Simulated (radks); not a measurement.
Q: Method: scalar-relativistic Kohn-Sham, LB94 model potential, spin-polarised, spherical densities, finite nucleus; open shells are filled with parallel spins first (spin-orbit coupling, left out, can overturn this in heavy ions); Fermi nuclear charge, rms radius of each element as measured or else 0.836 A^(1/3) + 0.57 fm; computed with a radial shooting solver on a logarithmic mesh with Libxc functionals. Response by self-consistent Sternheimer equations with the Hartree and adiabatic LDA kernel, the relativistic mass of each level held fixed and spin-orbit coupling left out. For heavy and open-shell atoms this level of theory can miss by tens of per cent. Estimate the static dipole polarisabilities of Ca ([Ar] 4s2) and N+ ([He] 2s2 2p2) and the C6 coefficients of the three pairs.

A: alpha = 121.0 and 3.827 bohr^3; C6 = 1473 (Ca-Ca), 81.84 (Ca-N+), 8.067 (N+-N+) hartree bohr^6.
